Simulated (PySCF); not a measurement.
Homolysis of single bonds, series B Br-I. All species are isolated molecules in the gas phase. Strings in code marks are SMILES.

Method: PBE-D3(BJ)/def2-TZVP (PySCF). 

```tsv
species	dipole moment (D)
whole molecule (`BrB(Br)Br`)	0.00
radical fragment (`Br[B]Br`)	0.52
radical fragment (`[Br]`)	…
whole molecule (`BrB(I)Br`)	0.15
radical fragment (`Br[B]I`)	…
radical fragment (`[I]`)	0.00
whole molecule (`BrB(I)I`)	0.15
radical fragment (`[B](I)I`)	0.70
whole molecule (`IB(I)I`)	0.00
```

Question: Fill in the missing entries.

Answer: 
- radical fragment (`[Br]`), dipole moment (D): 0.00
- radical fragment (`Br[B]I`), dipole moment (D): 0.62
